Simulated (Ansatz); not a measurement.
Mulliken charges of CH3B2F (`FB1BC1`) from B3LYP/def2-TZVPP in Ansatz (PBE0-D4/def2-TZVP geometry).

| atom | x (Å) | y (Å) | z (Å) | charge (e) |
| --- | --- | --- | --- | --- |
| F1 | -1.369 | -1.403 | 0.989 | -0.238 |
| B2 | -0.881 | -0.520 | 0.163 | 0.536 |
| B3 | -0.367 | 0.505 | -0.824 | -0.385 |
| C4 | 0.674 | 0.124 | 0.168 | -0.263 |
| H5 | -0.313 | 1.267 | -1.721 | 0.059 |
| H6 | 1.678 | 0.545 | 0.169 | 0.151 |
| H7 | 0.639 | -0.585 | 1.010 | 0.140 |

Q: By hand: the dipole of these point charges (1 e Å = 4.8032 D).

A: Σ q r = (0.142, -0.097, 0.190) e Å, of length 0.256 e Å = 1.23 D.

Q: How does the dipole of the full density compare? (Estimate.)

A: Computed: (0.257, -0.037, 0.176) e Å, 1.51 D; the point charges give 0.81 times that, at 24° from its direction.

Point charges leave out the atoms' own dipoles, such as those of lone pairs, and Mulliken's split depends on the basis, so the two needn't agree.

B3LYP here is the variant with VWN-RPA as its local correlation; programs differ in this.
